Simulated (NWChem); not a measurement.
Molecule: CdCl, doublet; SMILES [Cd][Cl]

Computed with NWChem. Spin-unrestricted. Geometry: optimised at PBE0/def2-SVP, spin-unrestricted. This spin state was assumed; another may lie lower. No stability test was run on the SCF state. def2 effective core potentials on Cd; no spin-orbit coupling. Vertical excitations in the gas phase; the lowest state need not have the same character in each row. Excited states of an open shell can be spin-contaminated.

```json
[
 {"level": "PBE/def2-SVPD, TDA", "lowest excitation (eV)": "2.17", "oscillator strength of that lowest state": "0.001", "lowest state with f > 0.02 (eV)": "3.99", "oscillator strength of that bright state": "0.059", "lowest empty minus highest occupied level, either spin (eV)": "0.88"},
 {"level": "B3LYP/def2-SVPD, TDA", "lowest excitation (eV)": "?", "oscillator strength of that lowest state": "0.002", "lowest state with f > 0.02 (eV)": "4.01", "oscillator strength of that bright state": "?", "lowest empty minus highest occupied level, either spin (eV)": "?"},
 {"level": "UHF/def2-SVPD, CIS", "lowest excitation (eV)": "3.93", "oscillator strength of that lowest state": "0.169", "lowest state with f > 0.02 (eV)": "3.93", "oscillator strength of that bright state": "0.169", "lowest empty minus highest occupied level, either spin (eV)": "8.14"},
 {"level": "BHandHLYP/def2-SVPD, TDA", "lowest excitation (eV)": "3.24", "oscillator strength of that lowest state": "0.001", "lowest state with f > 0.02 (eV)": "4.23", "oscillator strength of that bright state": "0.153", "lowest empty minus highest occupied level, either spin (eV)": "4.15"}
]
```

**Question.** Fill in the missing entries.

**Answer.** 
- B3LYP/def2-SVPD, TDA, lowest excitation (eV): 2.43
- B3LYP/def2-SVPD, TDA, oscillator strength of that bright state: 0.070
- B3LYP/def2-SVPD, TDA, lowest empty minus highest occupied level, either spin (eV): 2.08
